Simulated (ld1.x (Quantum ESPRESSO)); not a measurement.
Au (Z = 79): one change to a PAW potential, before and after

* Element: Au (Z = 79)
* Generator: ld1.x (Quantum ESPRESSO) 7.5
* Type: PAW
* Functional: PBEsol
* Relativity: scalar-relativistic
* Frozen core: [Kr] 4d10 4f14 5s2
* Valence charge: 17
* Reference configuration: 5p6 5d10 6s1 6p0
* Partial waves: 6s (bound): rcut 1.75, rcutus 2.05 bohr; 6s channel at 0.4 Ry: rcut 1.75, rcutus 2.05 bohr; 5p (bound): rcut 1.40, rcutus 1.60 bohr; 6p (bound, empty): rcut 1.40, rcutus 1.60 bohr; 5d (bound): rcut 2.10, rcutus 2.35 bohr; 5d channel at 3.3 Ry: rcut 2.10, rcutus 2.35 bohr; 5f channel at -0.15 Ry: rcut 1.75, rcutus 2.10 bohr; 5f channel at 2.5 Ry: rcut 1.75, rcutus 2.10 bohr
* Local potential: all-electron potential smoothed inside 1.55 bohr (lloc = -2)
* Core correction: Bessel-smoothed model core, default radius (core density twice the valence density)
* Augmentation charge: PSQ, inside the norm-conserving radii

All-electron outer shells of the reference configuration (PBEsol, scalar-relativistic, ld1.x):

```
shell  level (eV)  outermost node (bohr)  outermost maximum (bohr)
   5s     -108.44                   0.48                      0.84
   4f      -81.19                      –                      0.37
   5p      -59.80                   0.52                      0.96
   5d       -6.90                   0.56                      1.21
   6s       -5.80                   1.11                      2.32
   6p       -0.70                   1.32                      3.55
```

Change: local potential all-electron potential smoothed inside 1.35 bohr (lloc = -1).

Cutoffs: the cutoffs (Ry, on a coarse ladder) from which the occupation-weighted sum of valence levels, in a spherical-Bessel basis at the reference potential, stays within 10 and 1 mRy of its value at 400 Ry; they do not see the model core or the augmentation charge, which bear on the density cutoff. Errors are all-electron minus pseudo energies relative to the spin-unpolarised reference configuration.

Q: What does the change do?

A: Both files keep a bound ghost (s); of the 7 tests that both files solve, the error grows in 0 and shrinks in 2 by more than 15 % and 0.3 meV (median size 2.5 → 2.1 meV); the range in which the s phases agree narrows (upper end at the end of the scan → 3.7).

| quantity | base | changed |
| --- | --- | --- |
| cutoffs, loose and tight | 35 Ry, 60 Ry | not determined |
| bound ghosts | s | s (p not tested, overlap not positive) |
| error for 5p6 5d10 6s0 6p0, meV [ΔE 9.44 eV] | -3.9 | -3.9 |
| error for 5p6 5d9 6s0 6p0, meV [ΔE 30.68 eV] | -2.5 | -2.1 |
| error for 5p6 5d8 6s0 6p0, meV [ΔE 64.58 eV] | -16 | -13 |
| error for 5p6 5d9 6s1 6p0, meV [ΔE 12.15 eV] | +0.3 | +0.5 |
| error for 5p6 5d7 6s0 6p0, meV [ΔE 112.32 eV] | -69 | -61 |
| error for 5p6 5d10 6s0.5 6p0, meV [ΔE 3.79 eV] | -1.6 | -1.6 |
| error for 5p6 5d9 6s2 6p0, meV [ΔE 1.67 eV] | +1.4 | +1.4 |
| s: phases at 2.55 bohr within 0.05 rad from the reference energy up to (Ry; the scan ends near 5) | to the end of the scan | 3.7 |
| p: phases at 2.55 bohr within 0.05 rad from the reference energy up to (Ry; the scan ends near 5) | to the end of the scan | to the end of the scan |
| d: phases at 2.55 bohr within 0.05 rad from the reference energy up to (Ry; the scan ends near 5) | to the end of the scan | to the end of the scan |
| f: phases at 2.55 bohr within 0.05 rad from the reference energy up to (Ry; the scan ends near 5) | to the end of the scan | to the end of the scan |
| lowest overlap eigenvalue by channel | s 0.58, p 0.11, d 0.79, f 0.88 | s 0.57, p -0.00, d 0.78, f 0.95 |

Changed file: the overlap operator is not positive definite in a basis up to 400 Ry (lowest eigenvalue p -0.0029), so the file is unfit for use: the generalised eigenproblem breaks down once the basis is large enough, and its test numbers describe a broken file. A true bound ghost makes a file unfit for plane-wave use even where its test errors are small: the radial tests pick states by their node count and pass the ghost by.
